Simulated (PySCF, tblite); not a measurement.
Isomers of C8H5 (doublet state), one GFN2-xTB conformer each. Single-point energies are computed at B3LYP/pcH-1 (PySCF, gas phase, no added dispersion term), electronic only. GFN2-xTB treats the open shell by occupation alone, and not every SCF solution was tested for stability.

```tsv
SMILES	GFN2-xTB relative energy (kJ/mol)
C#CC#CC=[C]C=C	39.8
C#CC#C[C]=CC=C	0.0
```

Conformers: `[CH:1]#[C:2][C:3]#[C:4][C:5]=[CH:6][CH:7]=[CH2:8]` (doublet state) with C5–C6–C7–C8 180°.

**Question.** What does B3LYP/pcH-1 give for the same structures?

**Answer.** 
| SMILES | B3LYP/pcH-1 E (Eh) | B3LYP/pcH-1 (kJ/mol) | GFN2-xTB (kJ/mol) | point group |
| --- | --- | --- | --- | --- |
| C#CC#C[C]=CC=C | -307.67092 | 0.0 | 0.0 | Cs |
| C#CC#CC=[C]C=C | -307.65362 | 45.4 | 39.8 | C1 |

Both levels put the same isomer lowest. 

**Question.** What happens when harmonic zero-point energies from GFN2-xTB frequencies are added?

**Answer.** 
```
        SMILES  ZPE (kJ/mol)  electronic (kJ/mol)  with ZPE (kJ/mol)
C#CC#C[C]=CC=C         229.5                  0.0                0.0
C#CC#CC=[C]C=C         229.1                 45.4               45.0
```

The zero-point energies span 0.4 kJ/mol. The order is unchanged.
